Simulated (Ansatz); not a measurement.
Coupled-cluster run, C$_{2}$H$_{7}$NOSn.

```yaml
crystal:
  periodic: [false, false, false]
  atoms:
    - {symbol: C, position_ang: [-0.977723, 0.363929, 1.620151]}
    - {symbol: Sn, position_ang: [1.144571, 0.478789, 1.068800]}
    - {symbol: N, position_ang: [0.734259, 1.317531, -0.773154]}
    - {symbol: C, position_ang: [0.480275, -1.720360, -1.247469]}
    - {symbol: O, position_ang: [0.686431, -1.726610, -0.058248]}
    - {symbol: H, position_ang: [-1.609677, 0.311026, 0.729465]}
    - {symbol: H, position_ang: [-1.174437, -0.510065, 2.245035]}
    - {symbol: H, position_ang: [-1.257542, 1.254918, 2.190334]}
    - {symbol: H, position_ang: [1.449360, 1.864414, -1.230908]}
    - {symbol: H, position_ang: [-0.168164, 1.746604, -0.930247]}
    - {symbol: H, position_ang: [0.486791, -0.767300, -1.804784]}
    - {symbol: H, position_ang: [0.282755, -2.668175, -1.774876]}
basis:
  gaussian: {orbitals: def2-TZVPP}
correlation: {method: ccsd_t}
```

```sh
$ ansatz run in.yaml --threads 4 --pin off --events-out ev --progress --plain --max-ram 10444MiB
```

Output of Ansatz, abridged:

```
Functional definition: HF
1785 factors; integrals over basis functions are off by at most 1.1e-3 eV
mean field evaluation 1: about -11491.4305 eV, gradient 5.4e1 eV
mean field evaluation 2: about -11491.6477 eV, gradient 5.4e1 eV
mean field evaluation 4: about -11498.0291 eV, gradient 4.8e0 eV
mean field evaluation 8: about -11498.1346 eV, gradient 5.6e-1 eV
mean field evaluation 16: about -11498.1364 eV, gradient 1.5e-6 eV
mean field -11498.13644876 eV, -422.5487207751 hartree, gradient 1.5e-6 eV, S^2 0.000000; 0 other end points of the search recorded, 0 dependent functions left out
8 core orbitals not correlated: weight in the atoms' cores, before any rotation towards them, 1.000 or more for the frozen orbitals, at most 0.000 for the correlated occupied ones
reference -11498.13644876 eV, -422.5487207751 hartree; 20, 20 occupied and 244, 244 virtual orbitals, 1785 factors
second order -30.36359422 eV of doubles, -0.00000000 eV of singles
cycle   1  -30.02907599 eV  change    3.3e-1 eV  update   1.4e-1
cycle   2  -30.81618110 eV  change   -7.9e-1 eV  update   4.1e-2
cycle   3  -30.99625582 eV  change   -1.8e-1 eV  update   2.4e-2
cycle   4  -30.97655592 eV  change    2.0e-2 eV  update   7.3e-3
cycle   5  -30.97360201 eV  change    3.0e-3 eV  update   3.8e-3
cycle   6  -30.97534298 eV  change   -1.7e-3 eV  update   1.3e-3
cycle   7  -30.97492507 eV  change    4.2e-4 eV  update   6.6e-4
cycle   8  -30.97467633 eV  change    2.5e-4 eV  update   2.3e-4
cycle   9  -30.97477924 eV  change   -1.0e-4 eV  update   1.1e-4
cycle  10  -30.97478844 eV  change   -9.2e-6 eV  update   4.3e-5
perturbative correction -1.19524438 eV, -0.0439244208 hartree
Total energy: -11530.30648158 eV, -423.7309476755 hartree
```

Run time 10 min (4 threads of an AMD EPYC on a shared host); peak host memory 8.2 GiB.

The correlation energy is -32.170 eV, 3.7 % of it from (T); the T1 diagnostic reads 0.0160.
